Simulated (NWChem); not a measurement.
System: hydrogen iodide (HI); SMILES I

Computed with NWChem. Coordinates come from a PBE0/def2-SVP optimisation. def2 effective core potentials on I; no spin-orbit coupling. Level: M05-2X/def2-SVP with COSMO at NWChem's default radii, gas-phase geometry; rows give the dielectric constant.

```
dielectric constant  electrostatic solvation energy (kcal/mol)  dipole in solution (D)
-------------------  -----------------------------------------  ----------------------
2.0                                                       -1.1                    0.96
4.8                                                       -1.9                    1.08
11.7                                                      -2.2                    1.14
20.7                                                      -2.3                    1.16
37.5                                                      -2.4                    1.17
```
